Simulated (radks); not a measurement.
Task: Coherent X-ray form factor from a spherical all-electron density. Method: Dirac Kohn-Sham, LDA (Slater exchange, Perdew-Wang correlation), spin-unpolarised, spherical densities, finite nucleus; Fermi nuclear charge, rms radius of each element as measured or else 0.836 A^(1/3) + 0.57 fm; computed with a radial shooting solver on a logarithmic mesh with Libxc functionals.

| sin(theta)/lambda (1/angstrom) | f0 (electrons) |
|---|---|
| 0.05 | 64.698 |
| 0.1 | 61.750 |
| 0.15 | 58.380 |
| 0.2 | 54.934 |
| 0.25 | 51.480 |
| 0.3 | 48.126 |
| 0.4 | 42.088 |
| 0.5 | 37.081 |
| 0.6 | 32.920 |
| 0.8 | 26.395 |
| 1 | 21.771 |
| 1.25 | 18.054 |
| 1.5 | 15.678 |
| 2 | 12.127 |

The species is in the configuration that NIST lists as its ground one. Which atom or ion scatters so?

Result: Neutral dysprosium, [Xe] 4f10 6s2. Extrapolating in s^2 from the first two rows gives f0(0) = 65.7, near the electron count 66; among species with that count, the fall with angle is slower the higher Z, and the table is that of Z = 66; from so few rows the species is fixed only to a neighbour or two.
